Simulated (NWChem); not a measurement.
A series in which one site is exchanged, each optimised at PBE0/def2-SVP with NWChem, gas phase unless a solvent is named. All stand in one matching conformer (torsions within 35°), which need not be the lowest. For some, no frequency run checked for a minimum. def2 effective core potentials on Te, I; no spin-orbit coupling.

A: F[Te][SeH] (HTeSeF; site = F)
B: [SeH][Te]Br (HTeSeBr; site = Br)
C: [SeH][TeH] (H2TeSe; site = H)
D: [SeH][Te]I (HTeSeI; site = I)

```csv
quantity,A,B,C,D
"dipole (D), PBE0/def2-SVP",2.52,2.01,0.92,___
"orbital gap (eV), PBE0/def2-SVP",4.50,3.87,4.69,___
"static polarisability, PBE0/def2-SVPD (bohr³)",70.5,96.3,72.6,___
```

**Question.** Fill in the missing entries.

**Answer.** 
- dipole (D), PBE0/def2-SVP, D: 1.57
- orbital gap (eV), PBE0/def2-SVP, D: 3.54
- static polarisability, PBE0/def2-SVPD (bohr³), D: 112.3
